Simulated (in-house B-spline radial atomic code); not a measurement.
A calculation on the manganese ion Mn⁺: its settings, and results tabulated from the run. Level of theory: scalar-relativistic (X2C) Hartree-Fock, spin-polarised, averaged over the determinants with the given up and down occupations, Fermi nucleus of rms radius 3.7057 fm, inside a hard spherical wall at 9.65 bohr; calculated with an all-electron radial atomic-structure program (B-spline basis).

Command:
```bash
python run_scf.py task.json out
```
Settings (nuclear radius in fm, mass in u):
```
Z                25
configuration    [Ar] 3d5 4s1
hamiltonian      x2c
method           hf
spin_polarised   True
nucleus          fermi
rms_radius       3.7057
atomic_mass      54.93804
speed_of_light   137.035999084
wall_radius      9.65
```

Output (hartree, bohr):
```
 radial grid: 66 intervals, B-splines of order 8, outer radius 9.65 bohr

 iter        energy (Eh)    residual
    1      -1147.4330557    3.62e-01
    2      -1153.2739877    4.10e-01
    3      -1156.8048275    9.83e-02
    4      -1157.1529383    3.35e-02
    5      -1157.1794023    2.11e-02
    6      -1157.1859068    3.35e-03
    7      -1157.1862044    9.69e-04
    8      -1157.1862371    1.98e-04
    9      -1157.1862384    3.79e-05
   10      -1157.1862385    7.20e-06
   11      -1157.1862385    5.28e-07
   12      -1157.1862385    1.77e-08

 total energy                    -1157.186238
 kinetic                           1172.69714
 electron-nucleus                 -2760.61478
 electron-electron                  430.73140

 orbital      occ     eigenvalue          <r>       <r^2>       <1/r>       r_max
 1s up      1.000     -242.78590    0.0605594  0.00494517     25.2468     0.03955
 1s down    1.000     -242.78410    0.0605593  0.00494509     25.2466     0.03955
 2s up      1.000      -29.88584      0.27794    0.091307     5.37772      0.2318
 2s down    1.000      -29.75242     0.277032   0.0906157     5.39386      0.2315
 2p up      3.000      -25.23918     0.246972   0.0750153     5.20327      0.1885
 2p down    3.000      -25.11115     0.245631   0.0740371     5.22285      0.1881
 3s up      1.000       -4.38175     0.850908     0.83422     1.65768      0.7365
 3s down    1.000       -3.96077     0.854782    0.842203      1.6444      0.7364
 3p up      3.000       -3.03174     0.906596    0.967283     1.50987      0.7562
 3p down    3.000       -2.53161     0.913332    0.981788     1.49174      0.7567
 3d up      5.000       -0.92254      1.12971     1.63288     1.16538      0.7723
 4s up      1.000       -0.55031      2.87275     9.39024    0.444773       2.438
```

Time taken, with all properties: 0.28 s on 1 thread of Arm Neoverse N1, on a shared host.
